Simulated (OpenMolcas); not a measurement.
Levels of P I by method

```yaml
Program: OpenMolcas
Basis: ANO-R2 [5s4p3d1f]
Scalar_Hamiltonian: X2C, finite nucleus
Active_space: 5 electrons in 4 orbitals (3s 3p)
State_averaging: 2S+1 = 4 odd, 1 root; 2S+1 = 2 odd, 8 roots; 2S+1 = 4 even, 3 roots
Spin-orbit_coupling: RASSI with atomic mean-field integrals over the reference wave functions, term energies averaged over their components
```

Methods on the same reference wave functions:
A. CASSCF
B. SS-CASPT2, IPEA 0.25 Eh, imaginary shift 0.1 Eh (closed shells correlated: 2s 2p)

Energies in cm-1 above 3s2 3p3 4S* 3/2, the measured ground level; measured values from NIST Handbook of Basic Atomic Spectroscopic Data.

| Level | A | B | Measured |
| --- | --- | --- | --- |
| 3s2 3p3 4S* 3/2 | 0.0 | 0.0 | 0.0 |
| 3s2 3p3 2D* 3/2 | 15455 | 12320 | 11361 |
| 3s2 3p3 2D* 5/2 | 15467 | 12330 | 11377 |
| 3s2 3p3 2P* 1/2 | 20927 | 19770 | 18723 |
| 3s2 3p3 2P* 3/2 | 20932 | 19770 | 18748 |
| 3s 3p4 4P 5/2 | 66917 | 63920 | 59535 |
| 3s 3p4 4P 3/2 | 67113 | 64120 | 59716 |
| 3s 3p4 4P 1/2 | 67231 | 64230 | 59820 |

Deviations, from unrounded energies. A percentage is the sum of absolute deviations over the sum of measured energies, with the sign that they share, or ± where signs differ.

```tsv
Against measurement	Levels	A	B
mean absolute deviation (cm-1)	7	5000	2500
other terms of the ground configuration (%)	4	+20.9	+6.6
other configurations (%)	3	+12.4	+7.4
```

B lies closest to measurement on these levels. The largest miss of B in the table is 3s 3p4 4P 1/2, by +4400 cm-1. The ranking rests on the paired levels alone, and a cruder setting can come out closer through cancelling errors.

From A to B the spin-free energies of the other terms of 3s2 3p3 shown, above 4S*, scale by factors of 0.80 to 0.94.

The lowest spin-free term lies below A's lowest term by 0.282 hartree in B.

Term energies are means over components that CASPT2 splits; among the terms shown or strongly mixed into the levels shown the widest spread is 100 cm-1 (3s2 3p3 2D*, B). Terms of s pⁿ other than that of highest spin mix with s² pⁿ⁻² d, which this space lacks; all of them can be thousands of cm-1 off, and some have no real level of that name. Without dynamic correlation excited terms often stand tens of per cent too high (terms of higher spin than the ground term too low), and those without a measured partner can miss by more than the paired ones (holds for A). Computed and measured levels are paired by configuration, term and J; levels that our copy of the source lacks, or whose pairing is in doubt (as where it misses far off the trend of its configuration), stay unpaired and out of the deviations. Levels of configurations outside the active space are missing.

* marks odd parity.
